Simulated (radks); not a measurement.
The sulfur ion S+, configuration [Ne] 3s2 3p3. Calculated with a radial shooting solver on a logarithmic mesh with Libxc functionals: scalar-relativistic Kohn-Sham, LDA (Slater exchange, VWN5 correlation), spin-unpolarised, spherical densities, finite nucleus; Fermi nuclear charge, rms radius 3.2611 fm.

Local quantities along the radius. ELF = 1/(1 + alpha^2) is the electron localisation function; alpha = (tau - tau_W)/tau_unif compares the Pauli kinetic energy density with that of the uniform gas; s = |grad rho|/(2 (3 pi^2)^(1/3) rho^(4/3)) is the reduced gradient; -r V(r) is the screened charge that the Kohn-Sham potential presents (atomic units); 4 pi r^2 rho is in e/bohr. tau is taken from the large components.

r (bohr),ELF,alpha,s,-r V(r),4 pi r^2 rho
0.003583,1.000,0.01042,0.4280,15.84,0.3985
0.004703,1.000,0.01080,0.4225,15.79,0.6600
0.006124,1.000,0.01137,0.4211,15.72,1.065
0.008039,1.000,0.01227,0.4234,15.63,1.720
0.01055,1.000,0.01363,0.4298,15.52,2.725
0.01374,1.000,0.01562,0.4407,15.37,4.159
0.01803,1.000,0.01882,0.4577,15.17,6.226
0.02367,0.999,0.02410,0.4825,14.91,8.934
0.03107,0.999,0.03341,0.5177,14.59,12.13
0.04046,0.997,0.05060,0.5659,14.19,15.25
0.0531,0.992,0.08828,0.6350,13.68,17.66
0.0697,0.969,0.1801,0.7276,13.07,18.28
0.09076,0.851,0.4177,0.8284,12.38,16.79
0.1191,0.482,1.036,0.8643,11.54,13.98
0.1564,0.234,1.812,0.6580,10.58,12.13
0.2053,0.331,1.422,0.3523,9.525,13.17
0.2673,0.653,0.7283,0.3065,8.425,16.12
0.3508,0.836,0.4436,0.4347,7.256,17.58
0.4605,0.858,0.4068,0.6534,6.141,14.61
0.5996,0.694,0.6635,0.9685,5.166,8.843
0.787,0.167,2.230,1.155,4.263,4.181
1.033,0.147,2.410,0.4989,3.502,2.944
1.356,0.707,0.6435,0.4128,2.881,3.286
1.766,0.850,0.4199,0.7174,2.365,2.875
2.318,0.755,0.5702,1.220,1.958,1.604
3.042,0.434,1.141,2.214,1.662,0.5436
3.961,0.093,3.126,4.548,1.433,0.1103
5.199,0.006,13.15,11.80,1.238,0.01079
6.824,0.000,93.66,40.74,1.100,0.0004406

On this mesh the ELF has minima near r = 0.16, 0.90 bohr, which separate the shells, and maxima near 0.40 (0.86), 1.8 (0.85).

Self-consistent cycle (total energy in hartree, residual of the potential): 1: -396.973229, 2e+00; 2: -397.266491, 1e+00; 3: -397.400175, 1e-01; 4: -397.401140, 4e-02; 5: -397.401262, 3e-03; 6: -397.401262, 4e-04; 7: -397.401262, 7e-06; 8: -397.401262, 1e-05; 9: -397.401262, 5e-06; 10: -397.401262, 2e-06; 11: -397.401262, 4e-08; 12: -397.401262, 4e-09; 13: -397.401262, 2e-09.
